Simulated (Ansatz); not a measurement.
`OB(F)[SiH2]S` at its PBE0-D4/def2-TZVP geometry, where that method's forces vanish. The species carries charge 0 and has multiplicity 1.

```xyz
9

O    -0.8654    0.7980   -1.3221
B    -0.8880    0.5819    0.0079
F    -1.8877    1.0929    0.7316
Si    0.6053   -0.4765    0.8889
S     1.6632   -1.6061   -0.5930
H    -1.6073    1.3249   -1.6424
H     1.5026    0.4599    1.6227
H     0.0773   -1.4500    1.8791
H     1.4001   -0.7249   -1.5726
```

What forces (eV/Å) does PBE-D4/def2-TZVPP give on these atoms in Ansatz? (Estimate.)

Ansatz gave: 
```
O1   0.409 -0.194 -0.405
B2   0.319 -0.225  0.169
F3  -0.449  0.218  0.381
Si4 -0.091  0.090 -0.050
S5   0.176 -0.309  0.028
H6  -0.355  0.255 -0.160
H7   0.095  0.104  0.103
H8  -0.052 -0.104  0.113
H9  -0.053  0.166 -0.178
```
